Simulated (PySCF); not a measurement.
Computed IR spectrum (relative IR intensity) of a molecule C₂H₆AlBrO. The structure is a stationary point at B3LYP-D3(BJ)/def2-SVP. Other conformers were not sampled. These are PySCF with B3LYP-D3(BJ)/def2-SVP values and carry that method's errors. Frequencies are harmonic and unscaled.

ν (cm⁻¹): 212 (w), 250 (w), 364 (w), 622 (m), 669 (w), 709 (m), 777 (m), 1179 (m), 1234 (vs), 1482 (w), 2987 (m), 3062 (w), 3067 (w) (against the strongest line: vs over 80 %, s over 45 %, m over 15 %, w over 4 %, vw less)

Problem. Which molecule gave these data?
A. C[O][Al]([CH3])[Br]
B. CC[O][AlH][Br]
C. C[CH2][Al]([OH])[Br]

Solution. A, C[O][Al]([CH3])[Br]
